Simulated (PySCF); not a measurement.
Dipole response of Ti (titanium, neutral)

[Ar] 3d2 4s2, high-spin 3F determinant. Calculation: PySCF 2.14, in aug-cc-pVQZ-DK (9s8p6d4f3g2h, 140 functions); scalar relativity by spin-free X2C-1e. Coupled (time-dependent) response in atomic units; α is the mean over directions.

| method | mean α (bohr³) | C₆ (like pair) | S(−4) |
| --- | --- | --- | --- |
| PBE0 | 109.2 | 1282 | 6402 |

S(−4) is the Cauchy moment in α(ω) = α(0) + S(−4) ω² + …

Reference α: 87 ± 10 bohr³ (recommended; Schwerdtfeger and Nagle, table of static dipole polarizabilities (2023 update)). Published C₆: 1044 (Chu and Dalgarno (2004); Tang, Norbeck and Certain (1976)).

α(iu) at PBE0:

```json
{"u (hartree)": "0", "α(iu) (bohr³)": "109.2"}
{"u (hartree)": "0.0500", "α(iu) (bohr³)": "95.69"}
{"u (hartree)": "0.100", "α(iu) (bohr³)": "71.28"}
{"u (hartree)": "0.200", "α(iu) (bohr³)": "37.27"}
{"u (hartree)": "0.300", "α(iu) (bohr³)": "22.02"}
{"u (hartree)": "0.500", "α(iu) (bohr³)": "10.71"}
{"u (hartree)": "0.750", "α(iu) (bohr³)": "6.094"}
{"u (hartree)": "1.00", "α(iu) (bohr³)": "4.127"}
{"u (hartree)": "1.50", "α(iu) (bohr³)": "2.382"}
{"u (hartree)": "2.00", "α(iu) (bohr³)": "1.587"}
{"u (hartree)": "3.00", "α(iu) (bohr³)": "0.8589"}
{"u (hartree)": "5.00", "α(iu) (bohr³)": "0.3701"}
```

A single London oscillator, α(iu) = α/(1 + u²/ω²), gives C₆ = (3/4) ω α². Matching the computed C₆ needs ω = 4 × 1282 / (3 × 109.2²) = 0.143 hartree.
